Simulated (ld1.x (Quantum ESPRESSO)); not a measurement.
# iridium (Ir): one change to a TM potential, before and after

```json
{"Element": "Ir (Z = 77)", "Generator": "ld1.x (Quantum ESPRESSO) 7.5", "Type": "norm-conserving Troullier–Martins (Kleinman–Bylander form)", "Functional": "PBE", "Relativity": "scalar-relativistic", "Frozen core": "[Xe] 4f14", "Valence charge": "9", "Reference configuration": "5d7 6s2 6p0", "Partial waves": "6p (bound, empty): rc 3.45 bohr; 5d (bound): rc 1.55 bohr; 6s (bound): rc 1.95 bohr", "Local potential": "the s channel", "Core correction": "Bessel-smoothed model core inside 0.90 bohr"}
```

Change: core [Kr] 4d10 4f14, valence charge 17; reference 5s2 5p6 5d7 6s0.5 6p0; waves now 5p (bound): rc 1.85 bohr; 5d (bound): rc 1.45 bohr; 5s (bound): rc 1.75 bohr; core correction none.

Cutoffs: the cutoffs (Ry, on a coarse ladder) from which the occupation-weighted sum of valence levels, in a spherical-Bessel basis at the reference potential, stays within 10 and 1 mRy of its value at 400 Ry; they do not see the model core or the augmentation charge, which bear on the density cutoff. Errors are all-electron minus pseudo energies relative to the spin-unpolarised reference configuration.

**Question.** What does the change do?

**Answer.** The potential gets harder (40 Ry and 70 Ry → 50 Ry and 80 Ry); the miss of the reference levels goes from 0.00 to 5.82 eV; neither file shows a bound ghost at the reference potential, the only one tested. The added semicore shells are compact, so their waves need more plane waves. Several settings change at once here, so the effects cannot be laid on one of them.

| quantity | base | changed |
| --- | --- | --- |
| cutoff, loose | 40 Ry | 50 Ry |
| cutoff, tight | 70 Ry | 80 Ry |
| bound ghosts | none | none |
| largest miss of a reference level, eV | 0.00 | 5.82 |
| largest error over its own tests, meV | -162 | +8023 |

Changed file: These tests converged, but a pseudo level misses the all-electron one widely, so the file describes the atom poorly there or has found another state: 5s2 5p6 5d7 6s2 6p0: 6s by 3.4 eV (a node warning on the way); 5s2 5p6 5d7 6s1 6p0: 6s by 4.9 eV; 5s2 5p6 5d7 6s0 6p0: empty 6s by 6.4 eV; 5s2 5p6 5d8 6s1 6p0: 6s by 3.8 eV; 5s2 5p6 5d7 6s1.5 6p0: 6s by 4.1 eV; 5s2 5p6 5d5 6s0 6p0: empty 6s by 10.2 eV; 5s2 5p6 5d6 6s2 6p1: 6s by 4.3 eV. The 6s level has no wave, so the channel is fitted at the deeper level alone: the likely source of the large errors.
